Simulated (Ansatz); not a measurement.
Reaction (redistribution): `[OH][Al]([SH])[O][SiH3]` + `[F][SnH2][Br]` → `[F][Al]([SH])[O][SiH3]` + `[OH][SnH2][Br]`

Gas-phase electronic energies from Ansatz, PBE0-D4/def2-TZVP geometries. CBS: MP2 limit from def2 TZ/QZ plus the TZ coupled-cluster correction, frozen cores. def2 core potentials past Kr. For Br, Sn outer-core shells are correlated without core-valence functions, which leaves a few kJ/mol of doubt a bond. Scalar relativity is left out up to krypton. Each species was taken in one conformer, which may not be the lowest.

```json
{"species": "`[OH][Al]([SH])[O][SiH3]`", "CCSD(T)/CBS(def2) energy (Eh)": "-1082.43542"}
{"species": "`[F][SnH2][Br]`", "CCSD(T)/CBS(def2) energy (Eh)": "-2888.40380"}
{"species": "`[F][Al]([SH])[O][SiH3]`", "CCSD(T)/CBS(def2) energy (Eh)": "-1106.47002"}
{"species": "`[OH][SnH2][Br]`", "CCSD(T)/CBS(def2) energy (Eh)": "-2864.37583"}
```

Work out ΔE.

ΔE = (-1106.47002) + (-2864.37583) − (-1082.43542) − (-2888.40380) = -0.00663 Eh = -17.4 kJ/mol.

Largest T1 diagnostic among the species: 0.012.

Leaving LDA and LC-ωPBE aside and taking each functional with its dispersion term where it has one, the values, not all of them listed here, spread over 5.1 kJ/mol, from PBE-QIDH to B97M-V. In def2-TZVPP, CCSD(T) changes the Hartree–Fock value by −6.1 kJ/mol (the triples alone add −0.4 kJ/mol) and MP2 by −8.0 kJ/mol.
